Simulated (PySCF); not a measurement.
C4H7BO2. Atoms are numbered in the order given.

```xyz
14

C      3.3883    -0.5261     0.5623
C      2.1795    -0.1637     0.1882
C      0.9854     0.2335    -0.2201
O     -0.1811    -0.2901     0.2887
B     -1.4259     0.1277    -0.1433
C     -2.7022    -0.5393     0.5062
O     -1.4693     1.1004    -1.1147
H      3.9140    -0.0251     1.3960
H      3.9287    -1.3518     0.0635
H      0.8736     1.0117    -0.9960
H     -2.4281    -1.2916     1.2699
H     -3.3283    -1.0433    -0.2613
H     -3.3521     0.2203     0.9916
H     -2.3804     1.3334    -1.3583
```
Charge 0, spin multiplicity 1.

Geometry: PBE-D3(BJ)/def2-SVP. The structure was generated by enumeration, and PubChem lists no compound with its InChIKey, so it may never have been made. One conformer was computed; it need not be the lowest.

All values below come from PBE-D3(BJ)/def2-SVP (PySCF).

No scaling factor is applied to the harmonic values.

Computed harmonic wavenumbers and intensities:
```csv
mode,ν (cm⁻¹),IR (km/mol),moving atoms (share of kinetic energy)
1,10,0.8,H 95 %
2,56,0.4,"C 48 %, O 27 %, H 25 %"
3,116,2.3,"C 53 %, O 26 %, H 20 %"
4,145,8.9,"O 43 %, H 36 %, C 18 %"
5,248,1.7,"C 51 %, O 32 %, H 12 %"
6,286,6.5,"C 62 %, H 36 %"
7,306,4.4,"C 36 %, H 30 %, O 30 %"
8,475,24.1,"H 43 %, B 40 %, O 15 %"
9,493,4.5,"C 38 %, O 35 %, H 18 %, B 9 %"
10,523,67.1,H 86 %
11,546,2.1,"C 64 %, O 17 %, H 13 %"
12,623,0.5,"H 58 %, C 31 %, O 10 %"
13,807,26.5,"O 47 %, C 29 %, H 18 %"
14,824,3.6,"H 63 %, C 24 %, O 12 %"
15,853,11.8,"H 84 %, C 16 %"
16,854,39.5,"H 74 %, C 26 %"
17,872,30.4,"H 48 %, B 31 %, C 19 %"
18,962,127.6,"H 56 %, O 21 %, C 19 %"
19,965,0.2,"H 67 %, C 33 %"
20,1024,56.1,"C 46 %, H 31 %, O 22 %"
21,1168,38.2,"H 56 %, C 23 %, O 16 %"
22,1233,47.9,"H 64 %, B 14 %, O 12 %, C 10 %"
23,1316,85.3,"H 77 %, C 19 %"
24,1344,416.9,"B 45 %, H 24 %, C 16 %, O 14 %"
25,1363,216.0,"H 50 %, B 32 %, O 11 %"
26,1397,4.5,H 96 %
27,1415,253.3,"H 49 %, B 38 %, O 10 %"
28,1432,183.7,"C 48 %, H 44 %"
29,2028,5.8,C 98 %
30,2970,4.6,H 97 %
31,3032,14.2,H 95 %
32,3043,7.7,"H 91 %, C 9 %"
33,3087,16.7,"H 92 %, C 8 %"
34,3090,5.3,"H 91 %, C 9 %"
35,3111,2.5,"H 89 %, C 11 %"
36,3775,76.4,H 94 %
```
